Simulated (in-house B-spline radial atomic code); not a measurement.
Response and correlation along the 10-electron series, closed shell [He] 2s2 2p6; the second-order energy is extrapolated in partial waves. Computed with a B-spline radial code for spherical atoms: relativistic RPA and second-order many-body perturbation theory on Dirac-Hartree-Fock.

| ion | Z | dipole polarisability (bohr³) | quadrupole polarisability (bohr⁵) | ratio of RPA to uncoupled dipole | second order correlation energy (Eh) | C6 of two such ions (Eh bohr⁶) |
| --- | --- | --- | --- | --- | --- | --- |
| Tm59+ | 69 | 6.1523e-05 | 6.3699e-07 | 1.0035 | -0.44513 | 9.4844e-07 |
| Yb60+ | 70 | 5.7577e-05 | 5.7543e-07 | 1.0035 | -0.44634 | 8.5783e-07 |
| Lu61+ | 71 | 5.3929e-05 | 5.2046e-07 | 1.0035 | -0.44759 | 7.7683e-07 |
| Hf62+ | 72 | 5.0554e-05 | 4.713e-07 | 1.0035 | -0.44886 | 7.0432e-07 |
| Ta63+ | 73 | 4.7429e-05 | 4.2729e-07 | 1.0034 | -0.45018 | 6.3933e-07 |
| W64+ | 74 | 4.4531e-05 | 3.8783e-07 | 1.0034 | -0.45153 | 5.8098e-07 |
| Re65+ | 75 | 4.1842e-05 | 3.524e-07 | 1.0034 | -0.45292 | 5.2854e-07 |

**Question.** How fast does the dipole polarisability fall along the series?

**Answer.** From 6.152e-05 to 4.184e-05 bohr³; a fit of its logarithm against log Z from Z = 69 to 75 has slope -4.62.
